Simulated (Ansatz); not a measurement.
Compare A (`[SiH3]/N=[CH]\[GeH3]`) with its isomer B (`[NH2][GeH]1[CH2][SiH2]1`).

Gas-phase electronic energies from Ansatz, PBE0-D4/def2-TZVP geometries. CCSD(T)/CBS is the MP2 limit (def2-TZVPP, def2-QZVPP) plus CCSD(T) − MP2 in def2-TZVPP, frozen cores. DFT in def2-TZVPP. B3LYP here is the variant with VWN-RPA as its local correlation; programs differ in this. For Ge outer-core shells are correlated without core-valence functions, which leaves a few kJ/mol of doubt a bond. Scalar relativity is left out up to krypton. One conformer a species, not always the lowest.

Task: Which is lower in electronic energy at CCSD(T)/CBS, and by how much? (Estimate.)

Result: The calculation gave: B, by 6.9 kcal/mol.

Task: Give E(B) − E(A) in kcal/mol with BLYP-D4, HF/def2-TZVPP, CCSD/def2-TZVPP, B3LYP-D4, CCSD(T)/def2-TZVPP, r2SCAN-D4, CCSD(T)/def2-SVP. (Best estimate.)

Result: Ansatz gave: BLYP-D4 0.7, HF/def2-TZVPP 4.7, CCSD/def2-TZVPP -4.3, B3LYP-D4 -1.4, CCSD(T)/def2-TZVPP -4.8, r2SCAN-D4 -7.5, CCSD(T)/def2-SVP 0.7. The order is the other way round with BLYP-D4, HF/def2-TZVPP, CCSD(T)/def2-SVP.

Task: Does the order hold for the free energy at 298.15 K (harmonic terms from PBE0-D4)? (An estimate is asked.)

Result: Ansatz gave: Yes: G(B) − G(A) = -1.5 kcal/mol, for one conformer each.

Largest T1 diagnostic: 0.013.

In def2-TZVPP, CCSD(T) changes the Hartree–Fock value by −9.5 kcal/mol (the triples alone add −0.5 kcal/mol) and MP2 by −12.6 kcal/mol. At CCSD(T), def2-SVP lies +7.5 kcal/mol from the extrapolated value and def2-TZVPP +2.1 kcal/mol.
